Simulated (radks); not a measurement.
Q: The rubidium ion Rb19+, [Ar]. Method: non-relativistic Kohn-Sham, r2SCAN, spin-polarised, spherical densities, point nucleus; meta-GGA in the generalised Kohn-Sham scheme; computed with a radial shooting solver on a logarithmic mesh with Libxc functionals. Every spin shell is full or empty, so the densities are truly spherical. Functionals are evaluated on that one density, not self-consistently. Rank these exchange functionals by their error against the exact value of the orbitals, and give that value: LDA, B88, RPBE, PW91, PW86, OPTX, WC, AM05, B86b, APBE, revTPSS, SCAN, r2SCAN, MS2, TASK.

A: Exact: -74.8636 hartree. From best to worst, with 100 (|E| - |E exact|)/|E exact| (equal figures are ties): r2SCAN -0.02, PW91 -0.03, RPBE -0.04, B88 +0.10, B86b +0.10, MS2 -0.12, PW86 +0.27, SCAN +0.30, APBE +0.52, OPTX +0.54, revTPSS -0.64, WC -1.23, TASK -2.73, AM05 -5.97, LDA -6.73.
